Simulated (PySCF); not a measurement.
Mayer bond orders and bond lengths

Compound: C5H13ClOSi2.
Numbering: `[CH3:1][C@@H:2]1[CH2:3][CH2:4][Si@@:5]([Cl:6])([O:7][SiH3:8])[CH2:9]1` (hydrogens: H10, H11, H12 on C1; H13 on C2; H14, H15 on C3; H16, H17 on C4; H18, H19, H20 on Si8; H21, H22 on C9)

Geometry (GFN2-xTB, Å), atoms numbered from 1 in this order:
```xyz
22
C5H13ClOSi2 angstrom
C     -2.8653    0.7815    0.1327
C     -1.4872    0.2041   -0.1656
C     -1.3678   -1.2581    0.2753
C      0.0740   -1.7247    0.0519
Si     1.1050   -0.2042    0.5379
Cl     2.0332   -0.3504    2.3263
O      2.2299    0.1409   -0.5708
Si     3.6504    0.6657   -1.1715
C     -0.3684    0.9950    0.5296
H     -3.6400    0.2003   -0.3632
H     -2.9325    1.8103   -0.2148
H     -3.0593    0.7670    1.2037
H     -1.3139    0.2435   -1.2467
H     -2.0768   -1.8855   -0.2678
H     -1.6077   -1.3240    1.3391
H      0.2787   -2.6269    0.6244
H      0.2238   -1.9709   -0.9994
H      3.9233   -0.2530   -2.2723
H      3.4124    2.0398   -1.6071
H      4.6467    0.5928   -0.1065
H     -0.1871    1.9378    0.0173
H     -0.6818    1.2383    1.5460
```

Bond orders from the PBE0/pcSseg-1 density (PySCF). The structure is a single GFN2-xTB conformer in the gas phase; no vibrational or solvent corrections.

Problem. How far do the computed orders between heavy atoms stray from the drawn ones?

Solution. The largest departure is 0.107, at C4–Si5 (drawn single, 0.893) and Si5–C9 (drawn single, 0.894).

Problem. Set the Mayer orders of the bonds between heavy atoms beside their lengths.

Solution. 
```
   bond  drawn as  length (Å)  Mayer order
  C1–C2    single       1.524        1.051
  C2–C3    single       1.532        0.990
  C3–C4    single       1.532        1.040
 C4–Si5    single       1.900        0.893
Si5–Cl6    single       2.020        0.997
 Si5–O7    single       1.617        0.985
 O7–Si8    single       1.629        0.899
 Si5–C9    single       1.900        0.894
  C9–C2    single       1.536        1.007
```

Bonds between the same two heavy elements. C–C: lowest C2–C3 (0.990, 1.532 Å), highest C1–C2 (1.051, 1.524 Å). C–Si: all 2 within 0.02 of one another (0.893 to 0.894). O–Si: lowest O7–Si8 (0.899, 1.629 Å), highest Si5–O7 (0.985, 1.617 Å).

Problem. And the bonds to hydrogen?

Solution. C–H: 0.94 to 0.97 (10 bonds); H–Si: 0.93 (3 bonds).

Problem. Sum the orders of all bonds at each heavy atom with more than one neighbour and set the sums beside the valence in the SMILES.

Solution. C1 3.944 (drawn 4), C2 3.987 (drawn 4), C3 3.931 (drawn 4), C4 3.821 (drawn 4), Si5 3.769 (drawn 4), O7 1.884 (drawn 2), Si8 3.690 (drawn 4), C9 3.785 (drawn 4). Orders between atoms that aren't bonded are not in these sums.

Mayer orders depend on the basis set.
